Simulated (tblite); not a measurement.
Species: C5H10FN.
SMILES with atom numbers: `[H]/[N:4]=[C:3](\[CH2:2][CH3:1])[CH2:5][CH2:6][F:7]` (hydrogens: H8, H9, H10 on C1; H11, H12 on C2; H13 on N4; H14, H15 on C5; H16, H17 on C6)

Computed with GFN2-xTB (tblite), gas phase: Langevin dynamics at 200 K from the optimised GFN2-xTB geometry, time step 0.5 fs, friction 0.01 fs⁻¹, 2000 steps. The instantaneous temperature is 2·E(kin)/(3Nk) with all 3N coordinates.

| t (fs) | T (K) | E(pot) above start (eV) | C1–C2 (Å) | C2–C3 (Å) | C3=N4 (Å) | C3–C5 (Å) | C5–C6 (Å) | C1–H8 (Å) | C1–C2–C3–N4 (°) |
| --- | --- | --- | --- | --- | --- | --- | --- | --- | --- |
| 0 | 173 | 0.000 | 1.530 | 1.512 | 1.258 | 1.501 | 1.521 | 1.087 | -106 |
| 25 | 98 | 0.339 | 1.531 | 1.561 | 1.249 | 1.515 | 1.513 | 1.131 | -107 |
| 50 | 138 | 0.263 | 1.531 | 1.519 | 1.261 | 1.502 | 1.516 | 1.068 | -103 |
| 75 | 132 | 0.280 | 1.540 | 1.499 | 1.259 | 1.532 | 1.521 | 1.059 | -106 |
| 100 | 111 | 0.335 | 1.550 | 1.496 | 1.263 | 1.492 | 1.531 | 1.138 | -97 |
| 125 | 181 | 0.344 | 1.546 | 1.506 | 1.259 | 1.541 | 1.524 | 1.150 | -98 |
| 150 | 130 | 0.373 | 1.537 | 1.483 | 1.266 | 1.563 | 1.505 | 1.064 | -86 |
| 175 | 181 | 0.343 | 1.538 | 1.476 | 1.254 | 1.492 | 1.534 | 1.064 | -84 |
| 200 | 184 | 0.239 | 1.527 | 1.506 | 1.247 | 1.490 | 1.535 | 1.137 | -83 |
| 225 | 182 | 0.297 | 1.546 | 1.498 | 1.266 | 1.517 | 1.539 | 1.105 | -80 |
| 250 | 164 | 0.385 | 1.554 | 1.506 | 1.285 | 1.499 | 1.501 | 1.063 | -79 |
| 275 | 179 | 0.315 | 1.556 | 1.527 | 1.263 | 1.475 | 1.487 | 1.095 | -69 |
| 300 | 200 | 0.411 | 1.535 | 1.521 | 1.250 | 1.497 | 1.544 | 1.108 | -77 |
| 325 | 232 | 0.423 | 1.513 | 1.503 | 1.268 | 1.519 | 1.550 | 1.089 | -76 |
| 350 | 225 | 0.389 | 1.555 | 1.563 | 1.263 | 1.461 | 1.514 | 1.077 | -71 |
| 375 | 203 | 0.448 | 1.558 | 1.535 | 1.236 | 1.436 | 1.481 | 1.101 | -68 |
| 400 | 172 | 0.376 | 1.504 | 1.508 | 1.267 | 1.500 | 1.534 | 1.103 | -67 |
| 425 | 162 | 0.350 | 1.522 | 1.537 | 1.261 | 1.553 | 1.542 | 1.067 | -68 |
| 450 | 103 | 0.394 | 1.543 | 1.489 | 1.232 | 1.453 | 1.547 | 1.088 | -73 |
| 475 | 163 | 0.297 | 1.563 | 1.561 | 1.263 | 1.474 | 1.538 | 1.106 | -75 |
| 500 | 206 | 0.419 | 1.546 | 1.532 | 1.270 | 1.480 | 1.514 | 1.078 | -67 |
| 525 | 224 | 0.367 | 1.477 | 1.516 | 1.253 | 1.499 | 1.567 | 1.100 | -84 |
| 550 | 226 | 0.285 | 1.513 | 1.517 | 1.261 | 1.493 | 1.537 | 1.120 | -77 |
| 575 | 186 | 0.452 | 1.546 | 1.521 | 1.241 | 1.477 | 1.553 | 1.070 | -76 |
| 600 | 167 | 0.409 | 1.538 | 1.502 | 1.251 | 1.512 | 1.522 | 1.120 | -72 |
| 625 | 196 | 0.450 | 1.514 | 1.520 | 1.257 | 1.510 | 1.482 | 1.091 | -82 |
| 650 | 201 | 0.408 | 1.540 | 1.553 | 1.250 | 1.501 | 1.463 | 1.058 | -77 |
| 675 | 252 | 0.278 | 1.526 | 1.502 | 1.271 | 1.504 | 1.527 | 1.072 | -87 |
| 700 | 192 | 0.315 | 1.518 | 1.501 | 1.275 | 1.526 | 1.561 | 1.123 | -90 |
| 725 | 193 | 0.429 | 1.513 | 1.495 | 1.261 | 1.513 | 1.597 | 1.086 | -88 |
| 750 | 198 | 0.292 | 1.534 | 1.514 | 1.247 | 1.490 | 1.557 | 1.078 | -92 |
| 775 | 165 | 0.384 | 1.534 | 1.552 | 1.275 | 1.468 | 1.522 | 1.124 | -86 |
| 800 | 229 | 0.391 | 1.558 | 1.521 | 1.260 | 1.494 | 1.515 | 1.108 | -95 |
| 825 | 140 | 0.604 | 1.565 | 1.487 | 1.265 | 1.530 | 1.536 | 1.022 | -98 |
| 850 | 258 | 0.427 | 1.550 | 1.525 | 1.248 | 1.515 | 1.573 | 1.080 | -84 |
| 875 | 174 | 0.520 | 1.541 | 1.550 | 1.255 | 1.492 | 1.545 | 1.154 | -88 |
| 900 | 251 | 0.381 | 1.511 | 1.521 | 1.276 | 1.470 | 1.533 | 1.113 | -87 |
| 925 | 179 | 0.405 | 1.554 | 1.533 | 1.271 | 1.533 | 1.502 | 1.021 | -83 |
| 950 | 187 | 0.376 | 1.539 | 1.480 | 1.246 | 1.500 | 1.522 | 1.093 | -95 |
| 975 | 216 | 0.412 | 1.586 | 1.504 | 1.286 | 1.485 | 1.514 | 1.145 | -81 |
| 1000 | 194 | 0.428 | 1.518 | 1.499 | 1.281 | 1.483 | 1.545 | 1.111 | -83 |

**Question.** From 500 fs on, how do temperature and potential energy compare with equipartition?

**Answer.** The mean temperature of these 21 frames is 202 K against the target 200 K, and the mean potential energy 0.40 eV against 45 × kT/2 = 0.39 eV for 45 classical harmonic modes. For 17 atoms in a canonical ensemble the temperature itself scatters by T·√(2/(3N)) = 40 K; here its standard deviation is 30 K. The whole run lasts only 10 friction times of 100 fs, so these averages carry a wide statistical error.

**Question.** What are the kinetic and total energies of the listed frame with the highest potential energy?

**Answer.** The one at 825 fs, 0.604 eV above the start. Its kinetic energy is 3NkT/2 = 0.308 eV at 140 K, so the sum is 0.91 eV; over the listed frames the sum runs from 0.38 to 0.99 eV, since the thermostat adds and removes energy.

**Question.** How much do the listed bonds fluctuate from 500 fs on?

**Answer.** 
```tsv
bond	at the start (Å)	mean (Å)	standard deviation (Å)
C1–C2	1.530	1.534	0.023
C2–C3	1.512	1.516	0.020
C3=N4	1.258	1.262	0.012
C3–C5	1.501	1.499	0.018
C5–C6	1.521	1.533	0.030
C1–H8	1.087	1.094	0.034
```

The motion is classical and holds no zero-point motion.

What follows is the cost of the whole dynamics run. On an Intel Xeon Platinum 8488C with one thread, no GPU, shared host, this took 9.2 s wall and 0.18 GiB of memory at its peak.
